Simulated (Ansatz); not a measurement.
System: YI2, net charge 1, singlet state. The spin state was set by rule; other spins were not relaxed. 
Geometry from a B3LYP-D3(BJ)/def2-TZVP (Ansatz, a quantum-chemistry and plane-wave program) optimisation:
```
Y
I 1 2.7191
I 1 2.7191 2 111.66
```
Charge +1, spin multiplicity 1.

Basis-set convergence of Hartree-Fock and CCSD(T) correlation energies (hartree) with Ansatz. Correlated levels leave the core frozen unless marked. Spin-orbit coupling is left out. The frozen core is the preceding noble-gas configuration, with the filled d and f shells of earlier blocks. In def2 rows, elements after Kr have scalar-relativistic effective core potentials.

```
basis        functions       E(HF)  E(corr, CCSD(T))
-----------  ---------  ----------  ----------------
def2-SVPD          104  -631.11198          -0.26951
def2-TZVPPD        174         [?]               [?]
```

What belongs in the gaps?


- def2-TZVPPD, E(HF): -631.13914
- def2-TZVPPD, E(corr, CCSD(T)): -0.35779
